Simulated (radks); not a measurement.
Values are calculated unless marked as measured or tabulated.
Neutral lithium inside a hard spherical wall (all orbitals vanish at R), configuration held at [He] 2s1 and not refilled when levels cross. Code: a radial shooting solver on a logarithmic mesh with Libxc functionals. Model: non-relativistic Kohn-Sham, LDA (Slater exchange, Perdew-Wang correlation), spin-polarised, spherical densities, point nucleus; open shells are filled with parallel spins first. Eigenvalues in eV for spin up, with the zero of energy where the potential of the charges vanishes at infinity; a dash marks a level that is unbound or too diffuse for the functional's potential to be trusted. A positive occupied level is held by the wall or, in an anion where self-interaction has pushed it up, behind a barrier. The pressure on the wall is -dE/dV.

| R (bohr) | E (hartree) | kinetic (hartree) | e(1s) | e(2s) | e(2p, empty) | e(3s, empty) | pressure (GPa) |
|---|---|---|---|---|---|---|---|
| free | -7.34328 | 7.249 | -51.010 | -3.165 | -1.339 | -0.055 | 0 |
| 20 | -7.34328 | 7.249 | -51.010 | -3.165 | -1.338 | 0.083 | < 0.0001 |
| 7 | -7.32692 | 7.327 | -49.993 | -2.348 | -0.125 | 7.885 | 0.651 |
| 5 | -7.25469 | 7.544 | -48.073 | 0.276 | 2.758 | 21.542 | 7.25 |
| 3.5 | -6.98275 | 8.174 | -44.593 | 8.922 | 10.239 | 55.969 | 70.6 |
| 3 | -6.72696 | 8.704 | -42.492 | 16.673 | 16.024 | 82.565 | 181 |
| 2.5 | -6.22253 | 9.690 | -39.277 | 31.498 | 26.103 | 128.92 | 536 |
| 1.5 | -2.13957 | 16.809 | -19.431 | 140.38 | 90.368 | 422.26 | 10300 |
